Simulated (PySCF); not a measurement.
## Potential energy of RbH along the bond

Set-up: basis Rb def2-TZVP with ECP28, H def2-TZVP; scalar-relativistic core potentials; PySCF 2.14. Energies in eV from Rb + H in their ground configurations at the same level. State: ¹Σ⁺ (singlet), closed shell.

All columns are TPSS. A positive dipole means Rb(−)H(+).

```csv
R (Å),E (eV),μ (D),Mulliken charge on Rb (basis-dependent),HOMO (eV),LUMO (eV),Mayer bond order,⟨S²⟩
2.080,-1.645,-6.73,0.45,-3.39,-1.30,0.78,0.00
2.177,-1.777,-7.10,0.44,-3.38,-1.36,0.79,0.00
2.274,-1.853,-7.45,0.43,-3.36,-1.41,0.80,0.00
2.346,-1.881,-7.70,0.43,-3.35,-1.46,0.81,0.00
2.419,-1.889,-7.95,0.42,-3.33,-1.50,0.82,0.00
2.492,-1.881,-8.19,0.41,-3.31,-1.54,0.82,0.00
2.588,-1.851,-8.49,0.41,-3.28,-1.60,0.83,0.00
2.709,-1.790,-8.86,0.40,-3.24,-1.67,0.84,0.00
2.854,-1.695,-9.27,0.39,-3.20,-1.75,0.84,0.00
3.048,-1.547,-9.77,0.39,-3.13,-1.85,0.85,0.00
```

A fit through these points gives, at Re = 2.416 Å, μ = -7.94 D and dμ/dR = -3.33 D/Å; the reduced mass is 0.996 u.

Task: How strong is the fundamental in the double-harmonic approximation, I = 42.26·(dμ/dR)²/μred km/mol?

Result: I = 42.26·(-3.33)²/0.996 = 470 km/mol at TPSS.
